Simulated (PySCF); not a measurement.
## Calculated data, AlBH5NSi

All values are calculated (PySCF 2.14.0). Calculation on a computer-drawn molecule: optimised geometry and harmonic frequencies of an isolated molecule of the commonest isotopes, restricted reference for singlets and unrestricted otherwise, frozen core in MP2.

AlBH5NSi

Start structure:
```xyz
9
AlBH5NSi
B     -1.4128     0.0757    -3.6139
N     -1.0352     0.3243    -2.2598
Al    -1.1759     2.0334    -1.6404
Si    -0.5133    -1.0758    -1.2084
H     -1.7715     1.0297    -4.2085
H     -1.4268    -0.9868    -4.1024
H      0.6745    -1.6550    -1.7741
H     -1.6225    -2.0799    -1.2118
H     -0.2690    -0.4707     0.0793
```

It was run with charge 0, multiplicity 1, method HF and basis cc-pV(D+d)Z.

Results for AlBH5NSi: rotational constants 8.057, 3.068, 2.28 GHz; total energy -612.9697 hartree; convergence status largest gradient component 1.401e-05 hartree/bohr.

Drawn bonds:
```tsv
atom	other atom	order
1	2	1
2	3	1
2	4	1
1	5	1
1	6	1
4	7	1
4	8	1
4	9	1
```

Optimised structure:
```xyz
9
AlBH5NSi
B     -1.4147     0.1109    -3.5749
N     -1.0540     0.2881    -2.2196
Al    -1.2305     2.0803    -1.7651
Si    -0.5397    -1.0640    -1.2392
H     -1.7669     1.0787    -4.2206
H     -1.3905    -0.9595    -4.1271
H      0.6798    -1.7002    -1.7852
H     -1.5999    -2.0905    -1.1277
H     -0.2362    -0.5489     0.1193
```

Modes:
```tsv
frequency (cm⁻¹)	reduced mass (dalton)
81.06	1.074
146.7	5.213
217.3	2.63
229.4	3.949
438.1	1.022
517.7	6.204
744.4	1.722
770.5	1.213
827.6	1.915
1032	1.05
1042	1.042
1056	1.107
1099	1.385
1124	1.968
1256	2.049
1409	1.828
2290	1.046
2308	1.051
2320	1.022
2572	1.067
2674	1.108
```
